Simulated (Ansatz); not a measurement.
```yaml
crystal:
  periodic: [false, false, false]
  atoms:
    - {symbol: C, position_ang: [0.563402, 0.273404, -0.394694]}
    - {symbol: C, position_ang: [0.563402, -0.026596, -0.694694]}
    - {symbol: Ga, position_ang: [0.091077, 0.566605, 1.034983]}
    - {symbol: H, position_ang: [-1.315936, -1.213470, -0.828098]}
    - {symbol: H, position_ang: [1.134308, -0.151175, -1.613757]}
    - {symbol: H, position_ang: [0.198481, 1.304326, 2.367516]}
basis:
  gaussian: {orbitals: aug-pcseg-2}
hamiltonian: {xc: {name: r2SCANh}}
output: {forces: true}
```

```sh
$ ansatz run in.yaml --threads 2 --pin off --events-out ev --progress --plain --max-ram 4352MiB
```

Shortened log:

```
Functional definition: r2SCANh
1034 factors; their error is unknown
mean field evaluation 1: about -54245.7467 eV, gradient 1.5e2 eV
mean field evaluation 2: about -54130.4713 eV, gradient 2.4e2 eV
mean field evaluation 4: about -54255.9117 eV, gradient 8.4e1 eV
mean field evaluation 8: about -54291.8459 eV, gradient 4.3e0 eV
mean field evaluation 16: about -54292.0143 eV, gradient 4.3e-2 eV
a density is far from that of the atoms, so the factors are made again for it
1401 factors; integrals over basis functions are off by at most 7.6e-4 eV
mean field -54292.01515806 eV, -1995.1947566090 hartree, gradient 1.6e-5 eV, S^2 0.000000; 0 other end points of the search recorded, 0 dependent functions left out
reference -54292.01518574 eV, -1995.1947576265 hartree; 23, 23 occupied and 197, 197 virtual orbitals, 1401 factors
Total energy: -54292.01518574 eV, -1995.1947576265 hartree
Atom 0 at     0.563402     0.273404    -0.394694 Å, force    -6.547838   738.566196   742.782183 eV/Å
Atom 1 at     0.563402    -0.026596    -0.694694 Å, force    10.704836  -740.077484  -756.482448 eV/Å
Atom 2 at     0.091077     0.566605     1.034983 Å, force    -8.943460     5.495028    18.517708 eV/Å
Atom 3 at    -1.315936    -1.213470    -0.828098 Å, force     0.420264     0.516272     1.144271 eV/Å
Atom 4 at     1.134308    -0.151175    -1.613757 Å, force     2.975194    -4.663482    -7.739961 eV/Å
Atom 5 at     0.198481     1.304326     2.367516 Å, force     1.391005     0.163470     1.778247 eV/Å
Dipole moment:     0.808216     0.449383     0.222241 e Å
```

**Question.** Something in this input is off. What?

**Answer.** One atom was put on top of another. The calculation finished and met its thresholds. The result belongs to that input, not to the molecule as meant.
